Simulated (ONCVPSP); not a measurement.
# manganese (Mn), ONCV: configuration errors across variants

ONCVPSP 4.0.1 input, shortened (lines: element, Z, core and valence counts, functional; n l f; lmax; l rc ep ncon nbas qcut; lloc lpopt rc5 dvloc0; l nproj debl; icmod fcfact rcfact), LDA (Perdew-Zunger), scalar-relativistic:

```
  Mn 25.00    3    4        3      upf
    1    0    2.00
    2    0    2.00
    2    1    6.00
    3    0    2.00
    3    1    6.00
    3    2    5.00
    4    0    2.00
    2
    0    1.40    0.00    4    7    6.50
    1    1.20    0.00    4    7   11.40
    2    1.65    0.00    4    9    9.30
    4    5    1.00    0.00
    0    2    3.00
    1    2    3.00
    2    2    0.80
    0    0.00    0.00
```

All-electron excitation energies from the reference (eV): (1) 3s2 3p6 3d5 4s1 8.654; (2) 3s2 3p6 3d5 4s0 24.531; (3) 3s2 3p6 3d4 4s0 57.342; (4) 3s2 3p6 3d4 4s2 4p1 7.920.

1 further variants failed, have other tests or another functional or relativity, and are left out.

Errors AE − PS in meV (a dash: test not solved or not reliable):

| change | (1) | (2) | (3) | (4) | bound ghosts | GHOST(+) flags above zero |
| --- | --- | --- | --- | --- | --- | --- |
| base | +0.6 | +4.5 | +35 | +67 | none | none |
| local potential polynomial inside 1.00 bohr (lpopt 5, dvloc0 4.5 Ha) | +0.6 | +4.5 | +35 | +67 | none | none |
| d: nbas 8 | +0.6 | +4.4 | +35 | +66 | none | none |
| core correction polynomial model core, fcfact 0.55 | +0.3 | +2.8 | +35 | +66 | none | none |
| d: nproj 3 | +0.6 | +4.5 | +35 | +67 | none | none |

Question: Give the same row for: d: rc 1.2, qcut 12.8.

Answer: -0.2, +0.8, -0.8, +16; bound ghosts: none; GHOST(+) flags above zero: none.
